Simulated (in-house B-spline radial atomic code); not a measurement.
A radial electron density 4πr²n(r) was computed for an atom or ion in its tabulated ground configuration with an all-electron radial atomic-structure program (B-spline basis); method: non-relativistic r2SCAN0, spin-polarised, spherical fractional occupations, exact exchange averaged over the configuration. Columns: r (bohr), 4πr²n(r) (electrons per bohr), bar.

```
 0.00401   0.3922 #
 0.00481   0.5509 #
 0.00578   0.7727 ##
 0.00695    1.079 ###
 0.00835    1.493 ####
    0.01    2.038 #####
   0.012    2.764 #######
  0.0145    3.745 ##########
  0.0174    4.945 #############
  0.0209    6.427 #################
  0.0251    8.179 #####################
  0.0301    10.14 ##########################
  0.0362    12.24 ################################
  0.0435    14.24 #####################################
  0.0522    15.89 #########################################
  0.0628    16.91 ############################################
  0.0754    17.01 ############################################
  0.0906    16.14 ##########################################
   0.109    14.46 #####################################
   0.131    12.55 ################################
   0.157    11.14 #############################
   0.189    10.87 ############################
   0.227    11.96 ###############################
   0.272    13.87 ####################################
   0.327     15.6 ########################################
   0.393    15.93 #########################################
   0.472     14.3 #####################################
   0.567    11.04 #############################
   0.681    7.262 ###################
   0.818    4.214 ###########
   0.983    2.574 #######
    1.18      2.2 ######
    1.42    2.373 ######
     1.7    2.395 ######
    2.05    1.994 #####
    2.46    1.336 ###
    2.95   0.7075 ##
    3.55   0.2823 #
    4.26  0.08462 
    5.12  0.01785 
    6.15 0.002569 
    7.39 0.0002342
```

Question: Which atom or ion is it?
A. P+
B. Cl3+
C. Ar2+
D. P

Answer: A. The area under the curve, ∫4πr²n dr = ∫r·4πr²n d(ln r) on this logarithmic grid, is 14 electrons; among the options with that count, the innermost peak, which lies near 1/Z bohr, picks Z = 15. The configuration is [Ne] 3s2 3p2.
